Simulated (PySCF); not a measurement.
C8H7F3O.
Structure used (GFN2-xTB), in Å, numbered top down from 1:
```xyz
19
C8H7F3O angstrom
C      2.8025    0.6539    1.1835
C      1.9171   -0.0439    0.4949
C      1.9392   -1.2630   -0.3379
C      0.6094   -1.1720   -0.5879
C     -0.3510   -1.9856   -1.3730
F     -0.9373   -1.2879   -2.3622
F      0.2451   -3.0411   -1.9583
F     -1.3472   -2.4856   -0.6201
C      0.4551    0.0515    0.2154
C     -0.5335    0.8777    0.5483
O     -1.8006    0.6977    0.1253
C     -2.7420    1.6513    0.5590
H      3.8375    0.3611    1.2264
H      2.5211    1.5396    1.7260
H      2.7087   -1.9495   -0.6286
H     -0.3356    1.7357    1.1830
H     -3.6958    1.3549    0.1275
H     -2.8229    1.6596    1.6509
H     -2.4796    2.6548    0.2085
```

Computed with PBE0/pcSseg-1 in PySCF (dipole) on a GFN2-xTB geometry, gas phase.

Masses are those of the commonest isotopes; rigid-rotor values at the optimised geometry. The values belong to one conformer with, in the numbering `[CH2:1]=[C:2]1[CH:3]=[C:4]([C:5]([F:6])([F:7])[F:8])/[C:9]1=[CH:10]\[O:11][CH3:12]`, C9–C10–O11–C12 180°.

Problem. Give the principal moments of inertia and the rotational constants in cm⁻¹.

Solution. Ia = 505.14, Ib = 595.78, Ic = 1009.60 u·Å²; 505379 MHz·u·Å²/I gives 1000, 848.3 and 500.6 MHz, that is A = 0.03337, B = 0.02830, C = 0.01670 cm⁻¹.

Problem. What kind of rotor is it?

Solution. An asymmetric top. Ray's parameter κ = (2B − A − C)/(A − C) = 0.391; −1 is the prolate and +1 the oblate limit.

Problem. What does the inertial defect say?

Solution. Not planar: Δ = Ic − Ia − Ib = -91.32 u·Å². For a rigid frame Δ = −2 Σ m c², so Σ m c² = 45.66 u·Å² lies off the ab plane: 1.61 from hydrogen and 44.05 from heavier atoms. The atom farthest from that plane is 1.08 Å away.

Problem. Predict some low-J microwave lines.

Solution. The dipole components are |μa| = 3.71 D, |μb| = 0.59 D, |μc| = 0.00 D; the mirror of this Cs structure is the ab plane, so μc vanishes by symmetry and there are no c-type lines. Intensities carry the squares of the components, which stand as 1.00 : 0.03 (a : b). Some lines, for components of 0.1 D or more:

```json
{"type": "a", "branch": "Q", "J(Ka,Kc)": "5(4,1) ← 5(4,2)", "MHz": "384", "lower level (cm⁻¹)": "0.872"}
{"type": "a", "branch": "Q", "J(Ka,Kc)": "3(2,1) ← 3(2,2)", "MHz": "844", "lower level (cm⁻¹)": "0.313"}
{"type": "b", "branch": "Q", "J(Ka,Kc)": "3(2,1) ← 3(1,2)", "MHz": "1029", "lower level (cm⁻¹)": "0.307"}
{"type": "b", "branch": "Q", "J(Ka,Kc)": "3(3,0) ← 3(2,1)", "MHz": "1036", "lower level (cm⁻¹)": "0.342"}
{"type": "b", "branch": "Q", "J(Ka,Kc)": "2(1,1) ← 2(0,2)", "MHz": "1083", "lower level (cm⁻¹)": "0.127"}
{"type": "b", "branch": "Q", "J(Ka,Kc)": "5(4,1) ← 5(3,2)", "MHz": "1325", "lower level (cm⁻¹)": "0.841"}
{"type": "a", "branch": "R", "J(Ka,Kc)": "1(0,1) ← 0(0,0)", "MHz": "1349", "lower level (cm⁻¹)": "0.000"}
{"type": "b", "branch": "R", "J(Ka,Kc)": "2(0,2) ← 1(1,1)", "MHz": "2310", "lower level (cm⁻¹)": "0.050"}
{"type": "b", "branch": "Q", "J(Ka,Kc)": "5(4,2) ← 5(3,3)", "MHz": "2407", "lower level (cm⁻¹)": "0.792"}
{"type": "a", "branch": "Q", "J(Ka,Kc)": "5(2,3) ← 5(2,4)", "MHz": "2751", "lower level (cm⁻¹)": "0.695"}
{"type": "b", "branch": "Q", "J(Ka,Kc)": "4(1,3) ← 4(0,4)", "MHz": "2867", "lower level (cm⁻¹)": "0.389"}
{"type": "a", "branch": "R", "J(Ka,Kc)": "3(1,3) ← 2(1,2)", "MHz": "3405", "lower level (cm⁻¹)": "0.128"}
{"type": "b", "branch": "R", "J(Ka,Kc)": "3(1,3) ← 2(0,2)", "MHz": "3445", "lower level (cm⁻¹)": "0.127"}
{"type": "b", "branch": "Q", "J(Ka,Kc)": "5(2,4) ← 5(1,5)", "MHz": "3733", "lower level (cm⁻¹)": "0.570"}
{"type": "a", "branch": "R", "J(Ka,Kc)": "3(2,2) ← 2(2,1)", "MHz": "4047", "lower level (cm⁻¹)": "0.178"}
{"type": "a", "branch": "R", "J(Ka,Kc)": "3(1,2) ← 2(1,1)", "MHz": "4318", "lower level (cm⁻¹)": "0.163"}
{"type": "a", "branch": "R", "J(Ka,Kc)": "4(1,4) ← 3(1,3)", "MHz": "4419", "lower level (cm⁻¹)": "0.242"}
{"type": "a", "branch": "R", "J(Ka,Kc)": "4(0,4) ← 3(0,3)", "MHz": "4425", "lower level (cm⁻¹)": "0.242"}
{"type": "a", "branch": "R", "J(Ka,Kc)": "4(2,3) ← 3(2,2)", "MHz": "5190", "lower level (cm⁻¹)": "0.313"}
{"type": "b", "branch": "R", "J(Ka,Kc)": "4(2,3) ← 3(1,2)", "MHz": "5375", "lower level (cm⁻¹)": "0.307"}
{"type": "a", "branch": "R", "J(Ka,Kc)": "5(1,5) ← 4(1,4)", "MHz": "5423", "lower level (cm⁻¹)": "0.389"}
{"type": "b", "branch": "R", "J(Ka,Kc)": "5(1,5) ← 4(0,4)", "MHz": "5423", "lower level (cm⁻¹)": "0.389"}
{"type": "a", "branch": "R", "J(Ka,Kc)": "4(2,2) ← 3(2,1)", "MHz": "6100", "lower level (cm⁻¹)": "0.342"}
{"type": "b", "branch": "R", "J(Ka,Kc)": "5(5,0) ← 4(4,1)", "MHz": "9769", "lower level (cm⁻¹)": "0.631"}
{"type": "b", "branch": "R", "J(Ka,Kc)": "5(3,2) ← 4(2,3)", "MHz": "10628", "lower level (cm⁻¹)": "0.487"}
```

Problem. Estimate the classical rotational partition function at 25 K, 50 K and 200 K.

Solution. Point group Cs, symmetry number σ = 1; q = (√π/σ)·√((kT/h)³/(ABC)), k/h = 20836.6 MHz/K: 32300 at 25 K, 91400 at 50 K, 732000 at 200 K.

Stationary, but not proved a minimum. These are rigid-rotor constants of the computed structure; measured ground-state constants (B0) also hold zero-point vibration. A rigid rotor knows nothing of internal rotation, which can split or shift real lines.
